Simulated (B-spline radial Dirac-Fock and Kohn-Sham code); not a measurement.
## Gd³²⁺: L3-M23M23 lines in intermediate coupling

System: Gd³²⁺, configuration [Ar] 3d10 4s2 4p2.

Level of theory: Dirac-Fock (average of configuration) total-energy differences with a finite nucleus, the Breit interaction including its frequency dependence, and self-energy and vacuum-polarisation corrections; a radial atomic solver. The two-hole levels come from diagonalising the Coulomb interaction among the jj configurations; intensities are independent-particle Coulomb rates. Kinetic energies are from the vacuum level. No correlation. Open outer shells are spectators and are not coupled to the holes.

```
kinetic energy (eV)  J  leading jj holes (weight)  leading LS term (weight)  intensity (%)
             2633.7  0                M2M2 (1.00)                ³P0 (0.62)            0.4
             2787.7  2                M2M3 (1.00)                ¹D2 (0.70)           30.3
             2796.3  1                M2M3 (1.00)                ³P1 (1.00)           13.1
             2927.3  0                M3M3 (1.00)                ¹S0 (0.62)           13.2
             2943.2  2                M3M3 (1.00)                ³P2 (0.70)           43.0
```

The strongest line, by its leading LS label ³P2, lies at 2943.2 eV. The mean weight of the leading component is 1.00 in jj and 0.73 in LS coupling, so jj labels describe these levels better.

Values without a named source are computed, but for edge energies of neutral atoms, which are taken from tables.
